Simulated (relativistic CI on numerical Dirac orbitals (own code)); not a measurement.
**Energy levels of Ta XLI**

Method of calculation: Dirac-Coulomb-Breit CI, KLI orbitals optimised for each configuration, model QED (radiative potential, 1s self-energy scaled to tabulated hydrogen-like ionisation energies), unscaled Slater integrals (own radial code, finite nucleus).

Configurations in the expansion (outside the closed core [Ar] 3d10): 4s2.4p3, 4s.4p4, 4s2.4p2.4d, 4p5, 4s.4p3.4d, 4s2.4p2.4f, 4s.4p3.4f, 4p4.4d, 4s.4p2.4d2, 4s2.4p.4d.4f, 4p4.4f, 4s2.4p.4d2, 4s2.4d3, 4s.4p.4d3, 4s2.4d2.4f, 4s.4p.4d2.4f, 4p3.4d2, 4p2.4d3, 4p2.4d2.4f. Double excitations out of closed p, d and f shells are left out; levels of such configurations are missing from the list, as are those of other unlisted configurations, and high levels can miss mixing partners.

The lowest level is 4s2.4p3 2P°_3/2, with 46 % of that term; Hund's rules for 4s2.4p3 give 4S° with J = 3/2, of which the calculation keeps J, while another term leads.

| No. | Configuration | Term | J | E (cm⁻¹) | % | Lifetime (s) | jj configuration (%) |
| --- | --- | --- | --- | --- | --- | --- | --- |
| 1 | 4s2.4p3 | 2P° | 3/2 | 0 | 46 |  | 4p3/2 (99) |
| 2 | 4s2.4p3 | 4S° | 3/2 | 661864 | 54 | 1.79e-07 | 4p1/2 4p3/2^2 (99) |
| 3 | 4s2.4p3 | 2D° | 5/2 | 706303 | 99 | 8.65e-07 | 4p1/2 4p3/2^2 (99) |
| 4 | 4s2.4p3 | 2P° | 1/2 | 763331 | 99 | 2.62e-07 | 4p1/2 4p3/2^2 (99) |
| 5 | 4p2(1S).4d | 2D | 3/2 | 1208289 | 37 | 1.03e-10 | 4p1/2^2 4d3/2 (96) |
| 6 | 4s.4p4(3P) | 4P | 5/2 | 1367363 | 34 | 3.07e-11 | 4p1/2^2 4d5/2 (51) |
| 7 | 4s2.4p3 | 2P° | 3/2 | 1432967 | 52 | 8.97e-08 | 4p3/2^3 (98) |
| 8 | 4s.4p4(3P) | 4P | 5/2 | 1478232 | 37 | 3.37e-12 | 4s 4p3/2^2 (49) |
| 9 | 4s.4p4(1S) | 2S | 1/2 | 1554419 | 56 | 4.27e-12 | 4s 4p3/2^2 (91) |
| 10 | 4s.4p4(3P) | 2P | 3/2 | 1573028 | 36 | 2.18e-12 | 4s 4p3/2^2 (85) |
| 11 | 4p2(1D).4d | 2F | 5/2 | 1867439 | 46 | 1.25e-10 | 4p1/2 4p3/2 4d3/2 (97) |
| 12 | 4p2(3P).4d | 4F | 3/2 | 1868899 | 36 | 2.01e-11 | 4p1/2 4p3/2 4d3/2 (95) |
| 13 | 4p2(3P).4d | 4D | 1/2 | 1871616 | 79 | 1.15e-10 | 4p1/2 4p3/2 4d3/2 (97) |
| 14 | 4p2(1D).4d | 2G | 7/2 | 1912074 | 46 | 7.26e-09 | 4p1/2 4p3/2 4d3/2 (94) |
| 15 | 4p2(3P).4d | 2P | 3/2 | 2014194 | 31 | 7.87e-11 | 4p1/2 4p3/2 4d5/2 (64) |
| 16 | 4p2(3P).4d | 4D | 7/2 | 2018139 | 47 | 1.53e-09 | 4p1/2 4p3/2 4d5/2 (99) |
| 17 | 4p2(3P).4d | 4P | 5/2 | 2032898 | 28 | 7.87e-13 | 4p1/2 4p3/2 4d3/2 (69) |
| 18 | 4p2(1D).4d | 2D | 3/2 | 2045706 | 33 | 5.27e-13 | 4p1/2 4p3/2 4d3/2 (86) |
| 19 | 4p2(1D).4d | 2P | 1/2 | 2050338 | 37 | 6.60e-13 | 4p1/2 4p3/2 4d3/2 (90) |
| 20 | 4p2(1D).4d | 2D | 5/2 | 2050567 | 36 | 3.99e-12 | 4p1/2 4p3/2 4d5/2 (62) |
| 21 | 4p2(1D).4d | 2G | 9/2 | 2067770 | 59 | 8.39e-06 | 4p1/2 4p3/2 4d5/2 (98) |
| 22 | 4p2(3P).4d | 2D | 3/2 | 2173243 | 33 | 2.93e-12 | 4p1/2 4p3/2 4d5/2 (58) |
| 23 | 4p2(1D).4d | 2F | 7/2 | 2176696 | 49 | 2.29e-12 | 4p1/2 4p3/2 4d5/2 (90) |
| 24 | 4p2(3P).4d | 2F | 5/2 | 2181104 | 30 | 1.25e-12 | 4p1/2 4p3/2 4d5/2 (78) |
| 25 | 4p2(3P).4d | 2P | 1/2 | 2188472 | 35 | 2.46e-12 | 4p1/2 4p3/2 4d5/2 (74) |
| 26 | 4p2(1D).4d | 2P | 3/2 | 2219755 | 34 | 1.78e-12 | 4p1/2 4p3/2 4d5/2 (61) |
| 27 | 4s.4p4(1D) | 2D | 5/2 | 2257933 | 53 | 1.55e-12 | 4s 4p1/2 4p3/2^3 (63) |
| 28 | 4s.4p4(3P) | 2P | 3/2 | 2334596 | 44 | 1.05e-12 | 4s 4p1/2 4p3/2^3 (79) |
| 29 | 4s.4p4(3P) | 2P | 1/2 | 2341391 | 40 | 9.21e-13 | 4s 4p1/2 4p3/2^3 (64) |
| 30 | 4s.4p3(2P°)<3P°>.4d | 4D° | 5/2 | 2624094 | 27 | 2.99e-11 | 4s 4p3/2 4d3/2 (92) |
| 31 | 4s.4p3(4S°)<5S°>.4d | 6D° | 3/2 | 2632282 | 30 | 1.78e-11 | 4s 4p3/2 4d3/2 (94) |
| 32 | 4s.4p3(2P°)<3P°>.4d | 4P° | 1/2 | 2632907 | 43 | 3.40e-11 | 4s 4p3/2 4d3/2 (94) |
| 33 | 4s.4p3(2P°)<3P°>.4d | 4F° | 7/2 | 2649197 | 25 | 6.27e-11 | 4s 4p3/2 4d3/2 (81) |
| 34 | 4p2(1D).4d | 2D | 3/2 | 2694698 | 33 | 6.49e-13 | 4p3/2^2 4d3/2 (89) |
| 35 | 4p2(3P).4d | 4P | 1/2 | 2696315 | 41 | 7.21e-13 | 4p3/2^2 4d3/2 (87) |
| 36 | 4p2(1D).4d | 2D | 5/2 | 2700048 | 27 | 7.56e-13 | 4p3/2^2 4d3/2 (86) |
| 37 | 4p2(1S).4f | 2F° | 5/2 | 2714995 | 17 | 2.79e-11 | 4s 4p3/2 4d3/2 (51) |
| 38 | 4p2(1D).4d | 2F | 7/2 | 2716935 | 47 | 9.27e-13 | 4p3/2^2 4d3/2 (77) |
| 39 | 4s.4p3(2D°)<3D°>.4d | 4F° | 3/2 | 2729015 | 27 | 4.43e-12 | 4s 4p3/2 4d3/2 (77) |
| 40 | 4p2(3P).4d | 2F | 7/2 | 2747759 | 59 | 4.68e-12 | 4p3/2^2 4d5/2 (82) |
| 41 | 4p2(3P).4d | 2P | 1/2 | 2752395 | 44 | 5.74e-11 | 4p3/2^2 4d5/2 (79) |
| 42 | 4p2(3P).4d | 4F | 9/2 | 2753862 | 59 | 1.54e-07 | 4p3/2^2 4d5/2 (98) |
| 43 | 4s.4p3(2P°)<3P°>.4d | 4F° | 9/2 | 2768958 | 45 | 4.92e-11 | 4s 4p3/2 4d5/2 (95) |
| 44 | 4p2(1S).4d | 2D | 3/2 | 2784868 | 66 | 8.02e-13 | 4p3/2^2 4d3/2 (88) |
| 45 | 4s.4p3(2P°)<3P°>.4d | 4D° | 1/2 | 2804756 | 50 | 2.19e-12 | 4s 4p3/2 4d3/2 (91) |

Energies count from the lowest computed level; ° marks odd parity; lifetimes are radiative, by E1, M1, E2, M2, E3 decay to levels of this space only. Percentages are summed over parent terms; the parents shown are those of the largest component, closed shells are left out there, and <> holds an intermediate term. Filled j subshells are mostly left out of the jj labels.

The mean weight of the leading LS term, summed over parents, in these 45 levels is 44 %, and that of the leading jj configuration (from the same eigenvectors) 83 %, so jj coupling describes them better and the LS labels are nominal.

At this charge energies of transitions that change n are usually good to better than 1 %, and those within a shell (Δn = 0) to a few per cent.

LS names give the leading component of a level, which can be under half, so a name can repeat, a term be missing and a line seem to break the LS rules.
